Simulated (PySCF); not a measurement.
Electron correlation in Cl⁺ (chlorine, charge +1)

[Ne] 3s2 3p3 4s1, high-spin 5S determinant (an excited configuration). Computed with PySCF 2.14 in x2c-QZVPPall with one added diffuse shell each of s, p, d, f type (10s7p5d3f1g, 86 functions), with the spin-free X2C one-electron Hamiltonian (Gaussian nucleus). Frozen: [Ne]; 6 electrons correlated.

```tsv
level	correlation energy (mhartree)
CCSD	-137.15
(T)	-5.37
CCSD(T)	-142.52
```

Diagnostics: T1 = 0.0097, D1 = 0.0328, largest double amplitude 0.047.

Problem. Is a single reference adequate?

Solution. Yes: T1 lies below 0.03 and no double amplitude reaches 0.07.
